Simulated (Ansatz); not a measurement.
Mg₃O₄⁻. Charge -1, multiplicity 2. Geometry PBE0-D4/def2-SVPD, basis def2-TZVPD, Ansatz.

```tsv
atom	x (Å)	y (Å)	z (Å)
Mg1	-1.1310	-1.4669	0.2564
Mg2	0.7167	0.5442	-0.0478
Mg3	2.5873	-1.8039	-0.1358
O4	-1.4989	1.5844	-0.0004
O5	-0.3292	2.0249	-0.6863
O6	0.7445	-1.3655	-0.2156
O7	-1.0895	0.4829	0.8296
```

| run | HOMO (eV) | LUMO (eV) |
| --- | --- | --- |
| A | 0.02 | 0.42 |
| B | -0.09 | 0.87 |
| C | -0.30 | 1.05 |
| D | -0.84 | 1.45 |
| E | 0.11 | 0.93 |

The structure holds 2 bonds between oxygen atoms, so isomers without such links may lie far lower. Another isomer (doublet) lies 2.99 eV lower at PBE0-D4/def2-TZVPD; other spin states weren't run for this one.

HOMO and LUMO are taken over both spins.

Problem. The runs used B97M-V, BLYP, PBE, PBE0, r2SCAN. Estimate which is which.

Solution. A B97M-V (0 % exact exchange); B PBE (0 % exact exchange); C r2SCAN (0 % exact exchange); D PBE0 (25 % exact exchange); E BLYP (0 % exact exchange). Exact exchange lowers occupied and raises empty levels; among semilocal functionals meta-GGAs tend to open the gap a little, and such runs are hard to tell apart. The gap grows from 0.40 eV (B97M-V) to 2.29 eV (PBE0). At B97M-V/def2-TZVPD, BLYP-D4/def2-TZVPD the highest occupied level of the charge -1 doublet lies above zero (up to 0.11 eV). It is a level of α spin, whose loss leaves a singlet; that state wasn't run at this geometry and level. The electron is either unbound and held by the finite basis, or the level is raised by self-interaction error. At r2SCAN-D4/def2-TZVPD the charge -1 doublet is spin-contaminated (final ⟨S²⟩ up to 0.89, 0.75 for a pure state).
